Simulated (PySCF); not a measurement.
# Spinor energies of As²⁹⁺ (arsenic, charge +29)

Start: [He] 2s2. Calculated with PySCF 2.14 in an uncontracted even-tempered set (17 s from 10 bohr⁻², ratio 2.4; 11 p from 13 bohr⁻², ratio 2.4; 5 d from 43 bohr⁻², ratio 2.6; 4 f from 65 bohr⁻², ratio 2.6): generalised Hartree-Fock with the X2C-1e Hamiltonian and a Gaussian nucleus; one run each with spin-orbit coupling (SO) switched off, then screened by Boettger's factors.

| spinor shell | electrons | ε, spin-free (eV) | ε, screened SO (eV) | weight of nominal j (screened SO) | rms radius, screened SO (bohr) |
| --- | --- | --- | --- | --- | --- |
| 1s1/2 | 2 | -14112.2 | -14112.2 | 1.000 | 0.0519 |
| 2s1/2 | 2 | -3281.2 | -3281.2 | 1.000 | 0.202 |

| quantity | spin-free | screened SO |
| --- | --- | --- |
| E (hartree) | -1330.05094 | -1330.05094 |
| M_J | 0 | 0 |
| ⟨J²⟩ | 0.000 | 0.000 |
| ⟨L²⟩ | 0.000 | 0.000 |
| ⟨S²⟩ | 0.000 | 0.000 |

Without spin-orbit coupling the j labels of p, d and f shells carry no meaning; the spin-free column gives the mean over the occupied spinors of each nl shell.
